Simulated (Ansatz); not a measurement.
CdMe(SiH3) (CH₆CdSi). Charge 0, multiplicity 1. Geometry r2SCAN-D4/def2-TZVP.

Cartesian coordinates in Å:
```
Cd 0.2133 -0.0731 0.0447
C 2.2266 -0.6053 0.4751
H 2.9053 0.1775 0.1300
H 2.4924 -1.5397 -0.0235
H 2.3642 -0.7344 1.5506
Si -2.1520 0.5787 -0.4596
H -3.1318 -0.4914 -0.1165
H -2.3540 0.8948 -1.9029
H -2.5641 1.7929 0.3022
```

In the def2 sets Cd takes a core potential; there is no spin–orbit coupling.

Problem. Estimate the orbital energies around the gap (eV) in Ansatz with PBE-D4/def2-SVP, PBE-D4/def2-TZVPD, r2SCAN-D4/def2-TZVPD, PBE0-D4/def2-SVP, PBE0-D4/def2-TZVPD.

Solution. 
```csv
orbital,PBE-D4/def2-SVP,PBE-D4/def2-TZVPD,r2SCAN-D4/def2-TZVPD,PBE0-D4/def2-SVP,PBE0-D4/def2-TZVPD
HOMO−13,-69.05,-69.13,-71.37,-73.74,-73.80
HOMO−12,-16.29,-16.53,-17.38,-18.57,-18.79
HOMO−11,-13.23,-13.27,-13.77,-15.26,-15.26
HOMO−10,-12.59,-12.59,-13.01,-14.80,-14.76
HOMO−9,-12.59,-12.59,-13.01,-14.79,-14.76
HOMO−8,-12.53,-12.54,-12.99,-14.79,-14.75
HOMO−7,-12.53,-12.54,-12.99,-14.79,-14.75
HOMO−6,-12.23,-12.27,-12.71,-14.14,-14.15
HOMO−5,-9.15,-9.25,-9.57,-10.66,-10.71
HOMO−4,-9.15,-9.25,-9.57,-10.66,-10.71
HOMO−3,-8.05,-8.12,-8.46,-9.38,-9.43
HOMO−2,-8.05,-8.12,-8.46,-9.38,-9.42
HOMO−1,-7.52,-7.59,-7.76,-8.62,-8.64
HOMO,-5.74,-5.81,-5.98,-6.76,-6.79
LUMO,-1.40,-1.51,-1.26,-0.75,-0.82
LUMO+1,-1.40,-1.51,-1.25,-0.75,-0.81
LUMO+2,-0.56,-0.93,-0.50,0.20,-0.24
LUMO+3,1.24,0.20,0.95,2.03,0.78
LUMO+4,1.39,0.66,1.24,2.24,1.40
LUMO+5,1.41,0.71,1.25,2.26,1.44
```
